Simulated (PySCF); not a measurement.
Order these species by their calculated properties.

Species are written as SMILES; each is one conformer at its optimised geometry, gas phase, non-relativistic unless stated. Electronic properties by PySCF.

The conformers computed, where there is a choice (atom-mapped SMILES and torsion angles):
- `[CH3:1][CH2:2][C:3]([O:4][SiH3:5])[C:6]([F:7])([F:8])[F:9]`: C1–C2–C3–O4 97°, C2–C3–O4–Si5 -174°, C2–C3–C6–F7 -25°
- `[SiH2:1][O:2][CH2:3][SiH2:4][O:5][SiH2:6][Cl:7]`: Si1–O2–C3–Si4 167°, O2–C3–Si4–O5 -50°, C3–Si4–O5–Si6 15°, Si4–O5–Si6–Cl7 -63°
- `[NH:1][SiH:2]1[NH:3][SiH2:4][NH:5]1`: H–N1–Si2–N3 -47°
- `[SiH3:1][O:2][SiH2:3][O:4][CH:5][SiH2:6][Cl:7]`: Si1–O2–Si3–O4 -15°, O2–Si3–O4–C5 -37°, Si3–O4–C5–Si6 173°, O4–C5–Si6–Cl7 180°
- `[CH2:1]=[C:2]([CH2:3][CH3:4])[CH2:5][CH2:6][NH2+:7]`: C1–C2–C3–C4 14°, C1–C2–C5–C6 -108°, C2–C5–C6–N7 -65°, H–N7–C6–C5 -74°, H–N7–C6–C5 153°
- `[CH3:1][Si:2]([O:3][SiH3:4])[O:5][SiH2:6][Cl:7]`: C1–Si2–O3–Si4 87°, C1–Si2–O5–Si6 -86°, Si2–O5–Si6–Cl7 34°
- `[SiH3:1][NH:2][C:3]1[CH:4]=[CH:5][CH:6]=[CH:7]1`: Si1–N2–C3–C4 0°
- `[CH3:1][N+:2]([CH3:3])[Si@H:4]([OH:5])[O:6][SiH3:7]`: C1–N2–Si4–O5 -29°, H–O5–Si4–N2 -177°

Question: Rank by smallest rotational constant, highest first (GFN2-xTB).
A. `C=C(CC)CC[NH2+]` [radical]
B. `[SiH3]O[SiH2]O[CH][SiH2]Cl` [radical]
C. `CC[C](O[SiH3])C(F)(F)F` [radical]
D. `[SiH2]OC[SiH2]O[SiH2]Cl` [radical]
E. `[NH][SiH]1N[SiH2]N1` [radical]
F. `N#C/C=N\[C]=C\F` [radical]

Answer: E (2.185 GHz), A (1.444 GHz), F (1.049 GHz), C (0.836 GHz), D (0.657 GHz), B (0.411 GHz).

By how much do the two ends of that ranking differ?

By 1.774 GHz, between `[NH][SiH]1N[SiH2]N1` [doublet state] and `[SiH3]O[SiH2]O[CH][SiH2]Cl` [doublet state].

Question: Rank by isotropic g value, lowest first (unrestricted B3LYP/pcH-1, mean-field spin–orbit at GFN2-xTB geometries).
A. `N#C/C=N\[C]=C\F` [radical]
B. `[NH][SiH]1N[SiH2]N1` [radical]
C. `[SiH3]N[C]1C=CC=C1` [radical]
D. `C[N+](C)[Si@H](O)O[SiH3]` [radical]
E. `[SiH3]O[SiH2]O[CH][SiH2]Cl` [radical]
F. `C[Si](O[SiH2]Cl)O[SiH3]` [radical]
G. `[SiH2]OC[SiH2]O[SiH2]Cl` [radical]

Answer: F (2.00164), G (2.00250), C (2.00270), A (2.00285), E (2.00333), D (2.00369), B (2.00702).

By how much do the two ends of that ranking differ?

By 0.00538, between `[NH][SiH]1N[SiH2]N1` [doublet state] and `C[Si](O[SiH3])O[SiH2]Cl` [doublet state].
